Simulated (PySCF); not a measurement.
SMILES O(B(OC)OC)C (C₃H₉BO₃), GFN2-xTB optimised geometry.

```
16

C     -0.29    -1.92     0.02
O     -0.97    -0.69     0.00
B     -0.29     0.50     0.00
O      1.07     0.50     0.00
C      1.81     1.70     0.02
O     -0.98     1.68     0.00
C     -2.39     1.71    -0.03
H     -1.04    -2.70    -0.01
H      0.37    -2.01    -0.85
H      0.32    -2.01     0.92
H      2.81     1.47    -0.34
H      1.35     2.46    -0.62
H      1.87     2.09     1.04
H     -2.69     2.70     0.31
H     -2.81     0.94     0.62
H     -2.75     1.55    -1.05
```

Density from PBE/def2-TZVP (PySCF 2.14.0) at that geometry.

Minimum of the electron density along straight lines between bonded atoms, close to the bond critical point (lines longer than 1.1 times the sum of covalent radii, or with two minima, are not listed):

```tsv
bond	length / Å	ρ at the minimum / e bohr⁻³	∇²ρ there / e bohr⁻⁵	position (fraction from the first atom)
C1–O2	1.411	0.257	-0.52	0.36
O2–B3	1.365	0.209	0.86	0.67
B3–O4	1.363	0.210	0.87	0.33
O4–C5	1.411	0.257	-0.51	0.64
B3–O6	1.364	0.210	0.87	0.33
O6–C7	1.411	0.257	-0.51	0.64
C1–H8	1.090	0.284	-0.99	0.65
C1–H9	1.092	0.282	-0.97	0.65
C1–H10	1.092	0.282	-0.97	0.65
C5–H11	1.091	0.283	-0.99	0.65
C5–H12	1.092	0.283	-0.98	0.65
C5–H13	1.093	0.281	-0.97	0.65
C7–H14	1.091	0.284	-0.99	0.65
C7–H15	1.091	0.283	-0.98	0.65
C7–H16	1.093	0.281	-0.97	0.65
```
